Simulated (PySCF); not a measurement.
HfFH3, SMILES [F][HfH3], multiplicity 1. Heavy atoms are numbered as in [HfH3:1][F:2]. Hydrogens are named by the atom that carries them.

Coordinates come from a r2SCAN-D4/def2-TZVP optimisation. The spin state was assumed, not searched. The structure was generated by enumeration; whether it is a known compound was not checked. The def2 effective core potentials stand for the cores of Hf; spin–orbit coupling is left out.

Computed with CAM-B3LYP/def2-TZVPD run with PySCF.

Mulliken values depend strongly on the basis, most of all with diffuse functions as here. ESP charges are fitted to the potential on shells at 1.4 to 2.0 van der Waals radii. Atomic charges (e), one atom of each kind:

| atom | Mulliken | ESP fit |
|---|---|---|
| Hf1 (HfH3) | 1.07 | 1.34 |
| F2 | -0.42 | -0.37 |
| H on Hf1 | -0.22 | -0.32 |
